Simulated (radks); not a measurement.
Values are calculated unless marked as measured or tabulated.
Question: These are the eigenvalues of the occupied orbitals of an atom or ion with whole-number occupations (eV). Level of theory: non-relativistic Kohn-Sham, LB94 model potential, spin-polarised, spherical densities, point nucleus (a radial shooting solver on a logarithmic mesh with Libxc functionals).

| orbital | eigenvalue |
|---|---|
| 1s up | -50426.93 |
| 1s down | -50426.93 |
| 2s down | -8145.815 |
| 2s up | -8145.708 |
| 2p down | -7771.613 |
| 2p up | -7771.545 |
| 3s up | -1860.599 |
| 3s down | -1860.488 |
| 3p up | -1690.794 |
| 3p down | -1690.728 |
| 3d down | -1373.325 |
| 3d up | -1373.274 |
| 4s up | -410.3045 |
| 4s down | -405.8634 |
| 4p up | -343.1141 |
| 4p down | -338.7020 |
| 4d up | -222.5739 |
| 4d down | -218.2326 |
| 5s up | -96.6418 |
| 5s down | -93.6760 |
| 5p up | -77.0225 |
| 5p down | -74.4867 |
| 4f up | -72.5393 |
| 4f down | -68.5691 |

Which element is it, and in what charge state? The configuration may be excited. Open shells, if any, are filled with parallel spins first.

Answer: Z = 66, dysprosium, charge +4: Dy4+ in [Xe] 4f8. The list shows which subshells hold electrons but not how many an open one holds; the 1s level, -1853.2 hartree, gives Z - s = 60.9 by -(Z - s)^2/2, which with screening narrows Z to a few neighbours, and the depths of the outer levels then fix element, charge and occupations together.
